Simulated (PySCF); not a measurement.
CH₅ClF₂Si₂, SMILES C[Si](F)(F)[SiH2]Cl.

Geometry optimised at B3LYP-D3(BJ)/def2-SVP. This is a generated structure with no PubChem entry under its InChIKey; it may be hypothetical. One conformer was computed; it need not be the lowest.

Calculation: PySCF with TDA-PBE/def2-SVPD.

Vertical excitations. The molecule is in vacuum.

```
state  energy (eV)  λ (nm)      f                              main pairs
-----  -----------  ------  -----  --------------------------------------
S1            5.51     225  0.014                          HOMO→LUMO 98 %
S2            6.12     203  0.002                        HOMO−1→LUMO 97 %
S3            6.29     197  0.029                        HOMO→LUMO+1 92 %
S4            6.68     186  0.031      HOMO→LUMO+2 81 %, HOMO−2→LUMO 15 %
S5            6.76     183  0.028    HOMO−2→LUMO 76 %, HOMO−1→LUMO+1 12 %
S6            6.85     181  0.022                      HOMO−1→LUMO+1 81 %
S7            7.27     171  0.014                        HOMO→LUMO+3 93 %
S8            7.37     168  0.006  HOMO−1→LUMO+2 50 %, HOMO−2→LUMO+1 44 %
S9            7.39     168  0.001  HOMO−2→LUMO+1 50 %, HOMO−1→LUMO+2 47 %
S10           7.50     165  0.128                        HOMO→LUMO+4 77 %
T1            4.94     251      0                          HOMO→LUMO 99 %
T2            5.55     224      0                        HOMO→LUMO+1 98 %
T3            5.82     213      0                       HOMO−1→LUMO 100 %
T4            6.40     194      0      HOMO→LUMO+2 73 %, HOMO−2→LUMO 16 %
```
Triplets are in the Tamm–Dancoff approximation.
